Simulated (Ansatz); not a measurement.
C2H4Si2, SMILES `C#C[Si][SiH3]` (excited triplet) (charge 0, multiplicity 3). This triplet is an excited state, 0.71 eV above the relaxed singlet at the level B3LYP/cc-pVTZ // PBE0-D3(BJ)/def2-TZVP (Ansatz, an electronic-structure program).

Calculation: r2SCAN/cc-pVTZ // PBE0-D3(BJ)/def2-TZVP in Ansatz.

Ansatz 0.2 input:
```yaml
crystal:
  periodic: [false, false, false]
  atoms:
    - { symbol: C, position_ang: [2.694587, 0.900705, -0.04473] }
    - { symbol: C, position_ang: [1.758206, 0.127873, -0.118185] }
    - { symbol: Si, position_ang: [0.464948, -1.094558, -0.250776] }
    - { symbol: Si, position_ang: [-1.748002, -0.466172, 0.052439] }
    - { symbol: H, position_ang: [3.506452, 1.587989, 0.022136] }
    - { symbol: H, position_ang: [-2.567467, -1.688896, -0.139225] }
    - { symbol: H, position_ang: [-1.963772, 0.069584, 1.422956] }
    - { symbol: H, position_ang: [-2.144952, 0.563475, -0.944617] }
basis:
  gaussian: { orbitals: cc-pVTZ }
hamiltonian:
  xc: r2scan
magnetization:
  spin_polarized: true
  initial_magnetization: 2
```

Output:

```
Functional definition: r2SCAN
1118 factors; their error is unknown
mean field evaluation 1: about -17876.3374 eV, gradient 4.7e1 eV
mean field evaluation 2: about -17754.8087 eV, gradient 1.2e2 eV
mean field evaluation 4: about -17886.3393 eV, gradient 2.0e1 eV
mean field evaluation 8: about -17888.9521 eV, gradient 2.4e-1 eV
mean field evaluation 16: about -17888.9049 eV, gradient 3.8e-3 eV
mean field -17888.90488355 eV, -657.4051289351 hartree, gradient 6.7e-5 eV, S^2 2.026141; 0 other end points of the search recorded, 0 dependent functions left out
reference -17888.90489805 eV, -657.4051294683 hartree; 23, 21 occupied and 161, 163 virtual orbitals, 1118 factors
Total energy: -17888.90489805 eV, -657.4051294683 hartree
```
